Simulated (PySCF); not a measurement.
Cl₂, charge +1, doublet, at a GFN2-xTB geometry (a state made from the parent by changing its charge; the spin is typed, not shown lowest); R2SCAN/6-31G** (PySCF).

The PySCF input:
```python
from pyscf import gto, scf, dft

mol = gto.Mole()
mol.atom = '''
    Cl   -0.00000000   -0.00000000   -0.98043196
    Cl    0.00000000    0.00000000    0.98043196
'''
mol.basis = '6-31g**'
mol.charge = 1
mol.spin = 1
mol.verbose = 5
mol.build()

mf = dft.UKS(mol)
mf.xc = 'r2scan'
mf.grids.prune = dft.gen_grid.sg1_prune
mf.kernel()
```

What the program printed (banner, timings and long lists left out):

```
PySCF version 2.14.0

[INPUT] verbose = 5
[INPUT] max_memory = 4000
[INPUT] num. atoms = 2
[INPUT] num. electrons = 33
[INPUT] charge = 1
[INPUT] spin (= nelec alpha-beta = 2S) = 1
[INPUT] symmetry False subgroup None
[INPUT] Mole.unit = angstrom
[INPUT] Symbol           X                Y                Z      unit          X                Y                Z       unit  Magmom
[...]
[INPUT] ---------------- BASIS SET ----------------
[INPUT] l, kappa, [nprim/nctr], expnt,             c_1 c_2 ...
[INPUT] Cl
[...]
                                3780.35           0.014034
                                860.474           0.069097
                                242.145           0.237452
                                77.3349           0.483034
                                26.247            0.339856
[...]
                                116.984           -0.030714
                                37.4153           -0.112528
                                13.7834           0.045016
                                5.45215           0.589353
                                2.22588           0.465206
[...]
                                1.14427           0.061589
                                0.420377          1.06018
[...]
                                116.984           0.030318
                                37.4153           0.12988
                                13.7834           0.327951
                                5.45215           0.453527
                                2.22588           0.252154
[...]
                                1.14427           0.323572
                                0.420377          0.743507
[...]
nuclear repulsion = 77.9922626940272
number of shells = 16
number of NR pGTOs = 102
number of NR cGTOs = 36
basis = 6-31g**
ecp = {}

******** <class 'pyscf.dft.uks.UKS'> ********
method = UKS
initial guess = minao
damping factor = 0
level_shift factor = 0
DIIS = <class 'pyscf.scf.diis.CDIIS'>
diis_start_cycle = 1
diis_space = 8
diis_damp = 0
SCF conv_tol = 1e-09
SCF conv_tol_grad = None
SCF max_cycles = 50
direct_scf = True
direct_scf_tol = 1e-13
number electrons alpha = 17  beta = 16
XC library pyscf.dft.libxc version 7.1.2
    S. Lehtola, C. Steigemann, M. J. T. Oliveira, and M. A. L. Marques,  SoftwareX 7, 1–5 (2018)
XC functionals = r2scan
    J. W. Furness, A. D. Kaplan, J. Ning, J. P. Perdew, and J. Sun,  J. Phys. Chem. Lett. 11, 8208–8215 (2020)
[...]
  beta  mo_energy =
[-1.01587276e+02 -1.01587239e+02 -9.76140982e+00 -9.76134182e+00
 -7.50966838e+00 -7.50955658e+00 -7.49606511e+00 -7.49604785e+00
 -7.49233108e+00 -7.49231375e+00 -1.22868734e+00 -1.03182438e+00
 -7.63744410e-01 -6.82121840e-01 -6.76548082e-01 -5.72811528e-01
 -5.61840775e-01 -4.40712271e-01  4.94518877e-02  1.32419666e-01
  1.53139115e-01  1.66938726e-01  1.70897068e-01  2.21205417e-01
  2.31242632e-01  2.69685297e-01  3.47885340e-01  3.56619194e-01
  4.77828620e-01  4.78927768e-01  4.90159735e-01  5.15192666e-01
  5.21046915e-01  6.42667714e-01  6.53828505e-01  1.01687488e+00]
multiplicity <S^2> = 0.75205119  2S+1 = 2.0020501
nelec by numeric integration = [16.99974939 15.99981211]
E1 = -1414.067352183638  E2 = 416.2454084490263  Ecoul = 472.31573607346877  Exc = -56.07032762444247
cycle= 23 E= -919.829681040584  delta_E= -2.37e-10  |g|= 1.19e-06  |ddm|= 0.00089
  alpha mo_energy =
[-1.01592008e+02 -1.01591971e+02 -9.76418381e+00 -9.76411653e+00
 -7.51152883e+00 -7.51142576e+00 -7.50824902e+00 -7.50822764e+00
 -7.49427414e+00 -7.49425596e+00 -1.24741059e+00 -1.06233027e+00
 -7.76277260e-01 -7.24029614e-01 -6.91702488e-01 -6.20194695e-01
 -5.84919006e-01 -4.55236608e-01  4.05369770e-02  1.17368546e-01
  1.41057666e-01  1.43339121e-01  1.62573447e-01  1.99134157e-01
  2.17136560e-01  2.53875366e-01  3.13505682e-01  3.41468427e-01
  4.34282661e-01  4.38931181e-01  4.73182617e-01  4.74317339e-01
  4.74395823e-01  6.06129894e-01  6.35330964e-01  9.95814045e-01]
  beta  mo_energy =
[-1.01587276e+02 -1.01587239e+02 -9.76140980e+00 -9.76134180e+00
 -7.50966836e+00 -7.50955656e+00 -7.49606501e+00 -7.49604775e+00
 -7.49233113e+00 -7.49231380e+00 -1.22868734e+00 -1.03182436e+00
 -7.63744403e-01 -6.82121786e-01 -6.76548125e-01 -5.72811388e-01
 -5.61840886e-01 -4.40712260e-01  4.94518827e-02  1.32419677e-01
  1.53139124e-01  1.66938776e-01  1.70897040e-01  2.21205579e-01
  2.31242483e-01  2.69685304e-01  3.47885441e-01  3.56619109e-01
  4.77828611e-01  4.78928145e-01  4.90159383e-01  5.15193051e-01
  5.21046554e-01  6.42667858e-01  6.53828387e-01  1.01687488e+00]
multiplicity <S^2> = 0.75205113  2S+1 = 2.0020501
nelec by numeric integration = [16.99974939 15.99981211]
E1 = -1414.0673520103699  E2 = 416.24540827575686  Ecoul = 472.3157358610044  Exc = -56.07032758524751
Extra cycle  E= -919.829681040586  delta_E= -1.36e-12  |g|= 2.25e-07  |ddm|= 2.29e-06
converged SCF energy = -919.829681040586  <S^2> = 0.75205113  2S+1 = 2.0020501
```
